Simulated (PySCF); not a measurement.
**Two-component Hartree-Fock for Au³³⁺ (gold, charge +33)**

Start: [Kr] 4d10. Calculated with PySCF 2.14 in an even-tempered Gaussian basis (17 s from 3.3 bohr⁻², ratio 2.8; 14 p from 4.3 bohr⁻², ratio 2.8; 10 d from 4.3 bohr⁻², ratio 2.8; 3 f from 21 bohr⁻², ratio 3): generalised Hartree-Fock with the X2C-1e Hamiltonian and a Gaussian nucleus; spin-orbit coupling (SO) screened by Boettger's factors.

| spinor shell | electrons | ε, screened SO (eV) | weight of nominal j (screened SO) | rms radius, screened SO (bohr) |
| --- | --- | --- | --- | --- |
| 1s1/2 | 2 | -82416.2 | 1.000 | 0.0190 |
| 2s1/2 | 2 | -15745.2 | 1.000 | 0.0769 |
| 2p1/2 | 2 | -15126.0 | 1.000 | 0.0651 |
| 2p3/2 | 4 | -13286.3 | 1.000 | 0.0732 |
| 3s1/2 | 2 | -4754.5 | 1.000 | 0.196 |
| 3p1/2 | 2 | -4480.2 | 1.000 | 0.187 |
| 3d3/2 | 4 | -3614.8 | 1.000 | 0.177 |
| 3d5/2 | 6 | -3525.7 | 1.000 | 0.181 |
| 4s1/2 | 2 | -1942.8 | 1.000 | 0.407 |
| 4p1/2 | 2 | -1820.0 | 1.000 | 0.409 |
| 4p3/2 | 4 | -1698.4 | 1.000 | 0.437 |
| 4d3/2 | 4 | -1499.9 | 1.000 | 0.430 |
| 4d5/2 | 6 | -1475.2 | 1.000 | 0.438 |

(1) Where does 3p3/2 lie, and what is the 3p spin-orbit splitting (screened SO)?

| quantity | screened SO |
| --- | --- |
| E (hartree) | -18454.03785 |
| M_J | 0 |
| ⟨J²⟩ | 0.000 |
| ⟨L²⟩ | 0.112 |
| ⟨S²⟩ | 0.112 |

Breit and QED terms are absent; they matter most for the inner s and p1/2 levels.

Densities and radii are taken from the X2C orbitals without a picture-change correction, which distorts them close to the nucleus.

## Answers

(1) At -4063.8 eV, 416.43 eV above 3p1/2.
